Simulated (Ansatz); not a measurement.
Species: sum formula SiN2H6, net charge 0, singlet state. SMILES: N[SiH2]N
Geometry from a B3LYP-D3(BJ)/def2-TZVP (Ansatz, a first-principles code) optimisation:
```
Si
N 1 1.7222
H 2 1.0078 1 121.50
H 2 1.0078 3 111.19 1 -153.60
N 1 1.7222 2 121.59 3 -75.85
H 5 1.0078 1 121.50 2 -75.85
H 5 1.0078 6 111.19 1 -153.60
H 1 1.4789 2 105.40 3 164.81
H 1 1.4789 8 114.36 5 -115.20
```
Charge 0, spin multiplicity 1.

CCSD(T) with Ansatz in growing basis sets, 20 correlated electrons. Cores are frozen in the correlated levels unless marked. UHF or UKS for open shells. Spin-orbit coupling is left out. Non-relativistic. Costs are ratios of core time to the smallest set, on shared machines of one kind, and rough; they hold the program's checks for lower states.

```tsv
basis	functions	cost over smallest	E(corr) (Eh)	electronic atomisation energy (kcal/mol)
aug-cc-pV(D+d)Z	132	1×	-0.5310	656.5
aug-cc-pV(T+d)Z	285	8×	?	?
```

Q: What does the step to aug-cc-pV(T+d)Z buy, and how does its cost grow by formal scaling?

A: Formally CCSD grows as o²v⁴ and (T) as o³v⁴; with o = 10 and v going from 115 to 268 both grow 29-fold in the last step, while integrals and the mean field grow more slowly. That step adds 96.9 mEh of correlation energy and 42.2 kcal/mol to the atomisation energy. Row: E(corr) (Eh) -0.6280, electronic atomisation energy (kcal/mol) 698.7.
